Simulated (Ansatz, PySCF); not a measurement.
pentafluorosilicate (F5Si), SMILES F[Si-](F)(F)(F)F, charge -1.

The structure is a stationary point at B3LYP-D3(BJ)/def2-SVPD.

Estimates of the vertical detachment energy (IE) of the anion in eV. Rows of orbital energies are one-electron estimates, which approximate functionals can put far too low.

```
level                                                                  IE
-------------------------------------------------------------------  ----
−ε(HOMO), −ε(LUMO), r2SCAN/def2-SVPD (PySCF)                         3.75
ΔSCF, CAM-B3LYP/def2-TZVPD (Ansatz), final states of multiplicity 2   [?]
```

Task: Fill in the missing entries. (Estimate from the structure and the level; the computed values follow.)

Result: 
- ΔSCF, CAM-B3LYP/def2-TZVPD (Ansatz, an electronic-structure program), final states of multiplicity 2, IE: 8.10

Task: What vertical singlet–triplet gap does ΔSCF give with CAM-B3LYP/def2-TZVPD (Ansatz)? (The exact figures need the calculation; the answer reports its results.)

Result: 8.85 eV (triplet above singlet where positive).
